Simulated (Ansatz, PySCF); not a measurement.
C2H9FSi3, SMILES F[C@H]1C[SiH2][Si@@H]1[SiH3]. Atoms are numbered in the order given.

```xyz
15

F     -0.9006    -0.9187    -2.2285
C     -0.8128    -0.0464    -1.1548
C     -2.1053     0.0331    -0.3205
Si    -1.3295     0.5939     1.3490
Si     0.4657    -0.4611     0.2579
Si     2.6289     0.4177     0.0575
H     -0.5753     0.9569    -1.5578
H     -2.9156     0.6215    -0.7796
H     -2.4784    -0.9942    -0.1613
H     -1.2093     2.0751     1.4767
H     -1.9676     0.0360     2.5734
H      0.4705    -1.9318     0.5207
H      2.5277     1.8667    -0.2888
H      3.3637     0.2820     1.3500
H      3.4011    -0.2800    -1.0127
```
Charge 0, spin multiplicity 1.

Geometry optimised at B3LYP-D3(BJ)/def2-SVP. The structure was generated by enumeration; whether it is a known compound was not checked.

Two levels are set side by side: PBE-D3(BJ)/def2-SVP (Ansatz, a first-principles code) and B3LYP-D3(BJ)/def2-SVP (Ansatz). Each level has its own optimised geometry; the coordinates shown are those of the second. Frequencies come from the Hessian of PySCF at each geometry. Differences are taken from unrounded values.

```tsv
quantity	B3LYP-D3(BJ)
mean bond length (Å)	1.584
bond F1–C2 (Å)	1.386
bond C2–C3 (Å)	1.540
bond C2–Si5 (Å)	1.950
bond C3–Si4 (Å)	1.924
bond Si4–Si5 (Å)	2.351
bond Si5–Si6 (Å)	2.344
bond C2–H7 (Å)	1.107
bond C3–H8 (Å)	1.102
bond C3–H9 (Å)	1.105
bond Si4–H10 (Å)	1.492
bond Si4–H11 (Å)	1.489
bond Si5–H12 (Å)	1.494
bond Si6–H13 (Å)	1.493
bond Si6–H14 (Å)	1.493
bond Si6–H15 (Å)	1.493
highest harmonic wavenumber (cm⁻¹)	3103
mean harmonic wavenumber (cm⁻¹)	1100
zero-point energy (kcal/mol)	61.35
```

**Question.** What does PBE-D3(BJ) give, and how far is it from B3LYP-D3(BJ)? (Estimate from the structure and the level; the computed values follow.)

**Answer.** 
```tsv
quantity	PBE-D3(BJ)	PBE-D3(BJ) minus B3LYP-D3(BJ)
mean bond length (Å)	1.593	0.008
bond F1–C2 (Å)	1.390	0.004
bond C2–C3 (Å)	1.541	0.001
bond C2–Si5 (Å)	1.961	0.011
bond C3–Si4 (Å)	1.930	0.005
bond Si4–Si5 (Å)	2.352	0.001
bond Si5–Si6 (Å)	2.345	0.002
bond C2–H7 (Å)	1.117	0.010
bond C3–H8 (Å)	1.110	0.008
bond C3–H9 (Å)	1.113	0.008
bond Si4–H10 (Å)	1.505	0.013
bond Si4–H11 (Å)	1.502	0.013
bond Si5–H12 (Å)	1.508	0.014
bond Si6–H13 (Å)	1.506	0.013
bond Si6–H14 (Å)	1.506	0.013
bond Si6–H15 (Å)	1.506	0.013
highest harmonic wavenumber (cm⁻¹)	3047	-56
mean harmonic wavenumber (cm⁻¹)	1066	-34
zero-point energy (kcal/mol)	59.45	-1.90
```

Exact exchange shortens and stiffens bonds; PBE has none. Differences between two approximate levels are no errors against the true value.
